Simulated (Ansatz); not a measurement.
The cluster Ag3Cl4⁻. The state is a singlet with charge -1. Geometry PBE-D4/def2-SVPD.

Cartesian coordinates in Å:
```
Ag 0.6292 0.2960 -1.5385
Ag 0.3234 -1.4672 0.7700
Ag -1.1321 1.0630 0.6620
Cl -1.6439 -0.8527 2.2269
Cl -1.1309 2.1020 -1.6404
Cl 1.3181 -2.1309 -1.4530
Cl 1.6364 0.9897 0.9730
```

In the def2 sets Ag takes a core potential; there is no spin–orbit coupling. HSE06 is defined as in plane-wave codes, on full-range PBE exchange. No other spin state of charge -1 was run. Another isomer (singlet) lies 0.18 eV lower at PBE0-D4/def2-TZVPD; other spin states weren't run for this one.

**Question.** Estimate the orbital energies around the gap (eV) in Ansatz with PBE-D4/def2-TZVPD, r2SCAN-D4/def2-TZVPD, PBE0-D4/def2-TZVPD, HSE06-D4/def2-TZVPD, BHLYP-D4/def2-TZVPD.

**Answer.** 
```
orbital  PBE-D4/def2-TZVPD  r2SCAN-D4/def2-TZVPD  PBE0-D4/def2-TZVPD  HSE06-D4/def2-TZVPD  BHLYP-D4/def2-TZVPD
HOMO−13              -4.05                 -4.32               -5.82                -5.40                -7.63
HOMO−12              -4.05                 -4.32               -5.82                -5.40                -7.49
HOMO−11              -3.95                 -4.24               -5.71                -5.30                -7.17
HOMO−10              -3.95                 -4.24               -5.37                -4.96                -6.55
 HOMO−9              -3.91                 -4.17               -5.37                -4.96                -6.55
 HOMO−8              -3.57                 -3.84               -4.96                -4.55                -6.21
 HOMO−7              -3.10                 -3.34               -4.56                -4.16                -5.88
 HOMO−6              -3.10                 -3.34               -4.51                -4.11                -5.82
 HOMO−5              -3.09                 -3.34               -4.51                -4.10                -5.82
 HOMO−4              -2.97                 -3.22               -4.37                -3.97                -5.64
 HOMO−3              -2.97                 -3.22               -4.37                -3.97                -5.64
 HOMO−2              -2.52                 -2.75               -3.83                -3.43                -5.04
 HOMO−1              -2.52                 -2.75               -3.83                -3.43                -5.04
   HOMO              -2.11                 -2.33               -3.38                -2.98                -4.57
   LUMO               0.78                  1.05                1.60                 1.25                 2.27
 LUMO+1               1.50                  1.80                2.36                 2.01                 3.01
 LUMO+2               1.50                  1.80                2.36                 2.01                 3.01
 LUMO+3               2.39                  2.67                3.08                 2.74                 3.69
 LUMO+4               2.98                  3.46                3.52                 3.23                 3.98
 LUMO+5               3.20                  3.74                3.68                 3.41                 4.00
```
